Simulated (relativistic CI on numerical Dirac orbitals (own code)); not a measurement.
In IV: calculation against measurement

Computed by Dirac-Coulomb-Breit CI, orbitals from a KLI potential per configuration, QED by a radiative potential, valence Slater integrals scaled by 0.85, P86 correlation estimate, and configurations built on the next ion tied to the tabulated ionisation energy (semi-empirical) (own radial code, finite nucleus).

Configurations in the expansion (outside the closed core [Kr]): 4d10, 4d9 5s, 4d9 5p, 4d9 5d, 4d9 6s, 4d9 4f, 4d9 5f, 4d8 5s2, 4d9 6p, 4d8 4f2, 4d9 6d, 4d8 5s 5p, 4d9 5g, 4d9 6f, 4d9 6g, 4d8 5p2, 4d8 5s 5d, 4d8 4f 5s. Levels of other configurations are missing.

```tsv
Configuration	Term (tabulated)	J	Measured (cm⁻¹)	Computed	Error	Purity (%)
4d10	1S	0	0.0	0	0	100
4d9 5s	3D	3	128641.4	132571	3929	100
4d9 5s	3D	2	130879.2	134693	3814	73
4d9 5s	3D	1	135791.4	139442	3651	100
4d9 5s	1D	2	138662.1	142215	3553	73
4d9 5p	3P°	2	193894.2	196154	2260	89
4d9 5p	3F°	3	196599.7	198889	2289	59
4d9 5p	3P°	1	200553.1	202379	1826	90
4d9 5p	3F°	4	201051.4	202763	1712	100
4d9 5p	3F°	2	202024.6	204025	2000	84
4d9 5p	3P°	0	204947.6	206515	1567	100
4d9 5p	1D°	2	205252.2	207377	2125	66
4d9 5p	3D°	3	205848.9	207622	1773	69
4d9 5p	1P°	1	208598.5	210799	2201	82
4d9 5p	3D°	1	211546.8	213195	1648	76
4d9 5p	3D°	2	212679.6	214356	1676	60
4d8 5s2	3F †	4	277340.2	287703	10363	56
4d9 5d	3S	1	285946.9	284673	-1274	79
4d9 5d	3P	2	288732.1	287809	-923	70
4d9 5d	3G	5	289432.9	287914	-1519	100
4d9 5d	3D	3	290845.9	289015	-1831	61
4d9 5d	3P	0	292068.6	291071	-997	96
4d9 5d	3D	1	296723.8	295279	-1445	75
4d8 5s2	3P †	0	297850.5	309819	11968	92
4d8 5s2	3P †	1	298619.5	309886	11266	96
4d9 6s	3D	3	298643.9	296985	-1659	100
4d8 5s2	1G †	4	302457.9	313878	11420	95
4d9 6s	3D	1	305793.7	303924	-1870	100
4d9 5d	1S	0	309455.8	310260	805	88
4d9 6p	3P°	2	321515.5	319235	-2281	85
4d9 6p	3F°	4	323452.2	321353	-2099	100
4d9 6p	3D°	3	324925.2	322976	-1949	80
4d9 4f	3P°	0	327893.1	328320	427	77
4d9 4f	3P°	1	328547.4	328703	156	85
4d9 6p	3F°	2	328806.5	326757	-2050	80
4d9 6p	3P°	0	329773.4	327039	-2735	77
4d9 4f	3H°	6	330512.3	330416	-96	100
4d9 6p	3D°	1	331368.5	329243	-2125	79
4d9 4f	3D°	3	331945.4	331991	46	62
4d9 4f	3F°	4	332541.6	332522	-19	79
4d9 4f	3G°	5	332819.1	332792	-27	76
```

Measured levels from measured levels as listed in Gamrath, thesis, University of Mons (2023); pairs were made by configuration, J and term (by order where the table uses no LS term), so strongly mixed levels may be paired wrongly.

Mean error by configuration (cm⁻¹): 4d9 5s 3737; 4d9 5p 1916; 4d9 5d -1026; 4d9 6s -1764; 4d9 6p -2207; 4d9 4f 81. Over the excited levels the mean absolute error is 1732 cm⁻¹ (40 of the 69 excited levels that our extract of the source holds in range could be paired, and the others can miss by more), and the median relative error of those above 1,000 cm⁻¹ is 0.65 %. † marks terms whose computed intervals miss the measured ones by more than a factor of 2.5, or configurations far off the rest, from wrong mixing, a near crossing or a doubtful label or measurement; they are left out of the means.
